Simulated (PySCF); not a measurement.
Compound: C5H10OS (charge +1 and doublet state).
Z-matrix (Å and degrees, GFN2-xTB geometry), rows numbered from 1:
```
C 
C   1  1.5213
S   2  1.8092  1  112.44
C   3  1.8022  2  103.31  1   -66.98
C   4  1.5315  3  108.63  2  -127.57
C   5  1.5115  4  109.32  3  -166.55
O   6  1.1869  5  124.63  4     9.30
H   1  1.0878  2  108.39  3  -177.00
H   1  1.0871  2  110.84  3   -58.38
H   1  1.0871  2  112.39  3    63.76
H   2  1.0897  1  110.97  3   117.49
H   2  1.0911  1  111.18  3  -120.99
H   4  1.0948  3  109.21  2   114.28
H   4  1.0888  3  110.31  2    -5.22
H   5  1.0921  4  112.10  3    71.25
H   5  1.0948  4  111.56  3   -49.22
H   6  1.1066  5  112.66  4  -171.65
```

The hyperfine couplings belong to this conformer and change with its torsions.

As a line formula: `C(=O)CC[S+]CC` [radical] (charge +1).

Computed, not measured: UKS B3LYP, pcH-1 on C H O S, non-relativistic, mean-field spin-orbit, GIAO (PySCF). Isolated species at its GFN2-xTB geometry (one conformer only). The geometry wasn't refined by DFT: couplings that depend on bond lengths, twists or pyramidal angles can differ widely from those at the functional's own minimum, by a factor of two or more for some ions and for spin on atoms past the first row. The SCF solution wasn't tested for stability.

Principal values of hyperfine tensors in MHz (contact, dipolar and spin–orbit terms together), for some of the nuclei:

```csv
atom,isotope,A1,A2,A3
H17,1H,102.14,103.48,109.29
H13,1H,71.92,75.71,85.07
H12,1H,54.22,56.32,64.63
S3,33S,-45.51,-39.14,169.07
C1,13C,18.65,18.69,30.75
H8,1H,13.16,14.41,19.22
C4,13C,-15.68,-15.37,-3.36
C5,13C,-20.09,-19.94,6.84
```

Split each tensor into its isotropic and traceless parts, and turn a_iso into mT with g = 2.0156.

a_iso = (A1 + A2 + A3)/3, Ti = Ai − a_iso; 1 mT corresponds to 28.210 MHz. The tensors hold a spin–orbit part: the run splits a_iso into a_FC + a_SO, and T includes its anisotropic share.

| atom | a_iso (MHz) | a_FC | a_SO | a_iso (mT) | T1 | T2 | T3 |
| --- | --- | --- | --- | --- | --- | --- | --- |
| H17 | 104.97 | 104.97 | 0.00 | 3.721 | -2.83 | -1.49 | 4.32 |
| H13 | 77.57 | 77.55 | 0.02 | 2.750 | -5.65 | -1.85 | 7.50 |
| H12 | 58.39 | 58.37 | 0.01 | 2.070 | -4.17 | -2.07 | 6.24 |
| S3 | 28.14 | 27.66 | 0.48 | 0.998 | -73.65 | -67.28 | 140.93 |
| C1 | 22.70 | 22.65 | 0.05 | 0.805 | -4.05 | -4.00 | 8.05 |
| H8 | 15.60 | 15.60 | 0.00 | 0.553 | -2.44 | -1.19 | 3.63 |
| C4 | -11.47 | -11.84 | 0.36 | -0.407 | -4.21 | -3.90 | 8.11 |
| C5 | -11.06 | -11.07 | 0.00 | -0.392 | -9.03 | -8.88 | 17.90 |

What spin density at the nucleus of H8 lies behind its contact coupling (g_N = 5.58569)?

a_FC = (2μ0/3) gₑ μB g_N μN ρ(0)/(2S·h) = 800.24 MHz × g_N × ρ(0)/(2S), with ρ in bohr⁻³. With a_FC = 15.60 MHz and 2S = 1, ρ(0) = 0.00349 bohr⁻³. In magnitude that is 1.1 % of the 1/π = 0.318 of a free hydrogen atom.

C6 (13C, g_N = 1.40482) isn't in the table. Its spin density at the nucleus is -0.01605 bohr⁻³. What is its contact coupling?

By the same relation, a_FC = -18.04 MHz. Its full tensor has the principal values -24.02, -18.33, -11.80 MHz.

Name the largest traceless tensor T of the table and describe it.

S3: -73.6, -67.3, 140.9 MHz (the dipolar term alone has -72.5, -69.0, 141.5), nearly axial, close to the ratio −1:−1:+2, the form that spin in one p orbital centred on that nucleus gives.

In a single crystal, with the field along each principal axis of the tensor of H12 in turn, what first-order splitting does this nucleus give (isotropic g, quadrupole terms neglected)?

2 lines (I = 1/2), spaced by |A_i|/(g × 13.996): 1.92, 2.00, 2.29 mT along the axes of A1, A2 and A3.
